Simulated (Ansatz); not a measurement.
CH5FSi2, relaxed with RKS PBE0-D4/def2-TZVP in Ansatz from a PBE-D4/def2-SVP geometry. The force threshold is 0.005 eV/Å; the program also tests the step.

Charge 0, multiplicity 1. The bonds changed during the relaxation, so this is another structure than the one it started from.

Start:

```xyz
9

F    -1.258    1.988   -0.846
Si    0.228    2.090   -0.104
C     0.798    0.295   -0.415
Si   -0.347   -0.903    0.527
H    -0.788   -0.274    1.827
H     1.846    0.162   -0.070
H     0.736    0.031   -1.495
H    -1.574   -1.198   -0.286
H     0.359   -2.191    0.860
```

(1) By how much does the energy fall, and how many steps does the optimiser take? (Best estimate.)

(2) Which bonds change most? (Estimate.)

(3) Give the relaxed structure. (Best estimate.)

Answers

(1) Ansatz gave: 0.06 eV, in 17 steps.

(2) Ansatz gave: F1–Si2 from 1.664 to 1.621 Å; Si2–C3 from 1.908 to 1.881 Å; C3–Si4 from 1.906 to 1.883 Å; Si4–H9 from 1.506 to 1.486 Å.

(3) Ansatz gave: 
```xyz
9

F    -1.148    2.051   -1.068
Si    0.159    2.074   -0.110
C     0.746    0.307   -0.375
Si   -0.336   -0.924    0.551
H    -0.676   -0.389    1.900
H     1.773    0.208   -0.006
H     0.717    0.040   -1.438
H    -1.601   -1.149   -0.191
H     0.367   -2.219    0.738
```
